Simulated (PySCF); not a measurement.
Se(Cl)(Me) (CH3ClSe), SMILES C[Se]Cl. The structure is a stationary point at B3LYP-D3(BJ)/def2-TZVP.

Problem. Give the equilibrium geometry at B3LYP-D3(BJ)/def2-TZVP (PySCF confirms it by a frequency run) as Cartesian coordinates in Å, and its point group. (An estimate is asked for; the answer gives what the named calculation found.)

Solution. point group Cs.
```xyz
6

Se     0.5049    -0.4198     0.0000
Cl    -0.3291     1.6092     0.0000
C     -1.1909    -1.3896     0.0000
H     -0.9179    -2.4458     0.0000
H     -1.7540    -1.1504    -0.8975
H     -1.7540    -1.1504     0.8975
```
Charge 0, spin multiplicity 1.
